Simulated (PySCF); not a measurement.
# Working out the ionisation energy of Br(2+)

Br(2+) [Ar] 3d10 4s2 4p3 (4S) → Br(3+) [Ar] 3d10 4s2 4p2 (3P). All numbers are calculated (PySCF 2.14, no relativity, point nucleus, in def2-TZVP (6s5p4d1f, 48 functions)). Frozen: [Ar] 3d10. Energies in hartree (1 hartree = 27.21139 eV):

```csv
part,Br(2+) (lower),Br(3+) (upper)
UHF,-2571.258062,-2569.986827
CCSD correlation,-0.094799,-0.077118
(T),-0.002447,-0.001480
```

Q: What does Hartree-Fock give?

A: (-2569.986827) − (-2571.258062) = 1.271235 hartree = 34.592 eV.

Q: What do CCSD and CCSD(T) give?

A: The CCSD correlation energies differ by 0.017681 hartree = 0.481 eV and the triples by 0.000967 hartree = 0.026 eV, so CCSD gives 35.073 eV and CCSD(T) 35.099 eV.

Reference: 34.871 ± 0.019 eV (measured; NIST Atomic Spectra Database, ionization energies), between the lowest levels; spin-orbit coupling is absent from the calculation.

The calculation is non-relativistic.

What remains against the reference includes basis incompleteness, the frozen core and higher excitations.
